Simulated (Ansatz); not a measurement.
Reaction (SMILES): Cl[SiH2][SiH2]Cl -> Cl[SiH][SiH2]Cl + H atom (the H-Si bond at the site shown breaks; other sites are not compared here)
Each molecule is optimised on its own at B3LYP-D3(BJ)/def2-TZVP (Ansatz, a quantum-chemistry and plane-wave program), one conformer each, not searched for the lowest.

Property: bond dissociation energy (electronic energy difference), in kcal/mol. Cores are frozen in the correlated levels unless marked. Open shells are spin-unrestricted. No spin-orbit coupling. No relativistic terms. CBS marks a two-point X^-3 extrapolation of the correlation energy; Hartree-Fock from the larger set.

CCSD(T)/CBS(aug-cc-pV(T+d)Z,aug-cc-pV(Q+d)Z) (Ansatz) gives 93.6 kcal/mol.

**Question.** Another calculation gave 85.2 kcal/mol. Which level was it?
(A) r2SCANh/def2-TZVPD (Ansatz)
(B) CAM-B3LYP/def2-TZVPD (Ansatz)
(C) revPBE/def2-TZVPD (Ansatz)
(D) SVWN5/def2-TZVPD (Ansatz)

**Answer.** C, revPBE/def2-TZVPD (Ansatz). The others give 88.4 (r2SCANh), 92.1 (CAM-B3LYP), 95.6 (SVWN5) kcal/mol.
